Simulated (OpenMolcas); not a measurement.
A ladder of methods for CH5FOSi (SMILES CO[SiH2]F)

CH5FOSi: 9 atoms, total charge 0, spin state singlet. SMILES: `CO[SiH2]F`. Geometry: relaxed at PBE0-D4/def2-TZVP. This is one conformer, not always the lowest.

```
atom    x (Å)    y (Å)    z (Å)
   C  -0.2802   1.1507  -0.6884
   O  -0.7436  -0.0642  -0.1380
  Si   0.1689  -1.1277   0.6799
   F   1.2020  -1.8652  -0.2901
   H   0.1896   0.9790  -1.6608
   H  -1.1359   1.8136  -0.8230
   H   0.4434   1.6435  -0.0290
   H  -0.7482  -2.1417   1.2319
   H   0.9924  -0.4342   1.7003
```

Quantity: the dipole moment, in D. The values are calculated.

| level | kind | program | value (D) | CPU time |
| --- | --- | --- | --- | --- |
| PBE/def2-SVP | GGA | OpenMolcas | 1.55 | 39 s |
| revPBE/def2-SVP | GGA | OpenMolcas | 1.54 | 42 s |
| M06-L/def2-SVP | meta-GGA | OpenMolcas | 1.62 | 54 s |
| TPSS/def2-SVP | meta-GGA | OpenMolcas | 1.60 | 56 s |
| r2SCAN/def2-SVP | meta-GGA | OpenMolcas | 1.64 | 55 s |
| B3LYP/def2-SVP | global hybrid | OpenMolcas | 1.63 | 46 s |
| M06-2X/def2-SVP | hybrid meta-GGA | OpenMolcas | 1.69 | 56 s |
| PBE0/def2-SVP | global hybrid | OpenMolcas | 1.66 | 40 s |

The values span 1.54 to 1.69 D. Magnitudes only. CPU times are rough (shared hosts, several kinds of processor and program).
